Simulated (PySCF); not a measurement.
**Correlation energy of Xe⁺ (xenon, charge +1)**

[Kr] 4d10 5s2 5p5, 2P determinant. Computed with PySCF 2.14 in def2-TZVP with the def2 core potential (28 electrons) (6s5p3d2f, 50 functions), with scalar relativity through the core potential. Frozen: 4s2 4p6 4d10; 7 electrons correlated.

MP2 pair energies summed by pair of shells (mhartree):

```json
{"pair": "5p-5p", "energy": "-71.82", "share (%)": "62.0"}
{"pair": "5s-5p", "energy": "-37.44", "share (%)": "32.3"}
{"pair": "5s-5s", "energy": "-6.54", "share (%)": "5.6"}
```

Total MP2 correlation energy: -115.80 mhartree.

Same-spin part -26.10 and opposite-spin part -89.70 mhartree; SCS-MP2 scales them by 1/3 and 6/5 to -116.34 mhartree.

| level | correlation energy (mhartree) |
| --- | --- |
| CCSD | -134.44 |
| (T) | -3.56 |
| CCSD(T) | -138.00 |

Diagnostics: T1 = 0.0060, D1 = 0.0194, largest double amplitude 0.046.

Cost of the coupled-cluster step: 1.1 s of wall time on 1 thread of Neoverse-V2 (shared host), for 7 correlated electrons.

Iterations:

```
CC2 = 0
CCSD nocc = (np.int64(4), np.int64(3)), nmo = (41, 41)
frozen orbitals [[0, 1, 2, 3, 4, 5, 6, 7, 8], [0, 1, 2, 3, 4, 5, 6, 7, 8]]
max_cycle = 100
direct = 0
conv_tol = 1e-08
conv_tol_normt = 1e-06
diis_space = 8
diis_start_cycle = 0
Init t2, MP2 energy = -0.115796028984129
Init E_corr(UCCSD) = -0.115796028984825
cycle = 1  E_corr(UCCSD) = -0.13019243980364  dE = -0.0143964108  norm(t1,t2) = 0.0378422
cycle = 2  E_corr(UCCSD) = -0.133207964584748  dE = -0.00301552478  norm(t1,t2) = 0.0118428
cycle = 3  E_corr(UCCSD) = -0.134486307786164  dE = -0.0012783432  norm(t1,t2) = 0.00459254
cycle = 4  E_corr(UCCSD) = -0.13444153914468  dE = 4.47686415e-05  norm(t1,t2) = 0.000546623
cycle = 5  E_corr(UCCSD) = -0.134442221718046  dE = -6.82573366e-07  norm(t1,t2) = 7.47132e-05
cycle = 6  E_corr(UCCSD) = -0.134442689474757  dE = -4.67756711e-07  norm(t1,t2) = 1.44486e-05
cycle = 7  E_corr(UCCSD) = -0.134442682075983  dE = 7.39877451e-09  norm(t1,t2) = 3.05748e-06
cycle = 8  E_corr(UCCSD) = -0.134442685232233  dE = -3.15624965e-09  norm(t1,t2) = 6.89778e-07
UCCSD converged
E(UCCSD) = -328.0114853914913  E_corr = -0.1344426852322325
UCCSD(T) correction = -0.0035631061176293
```
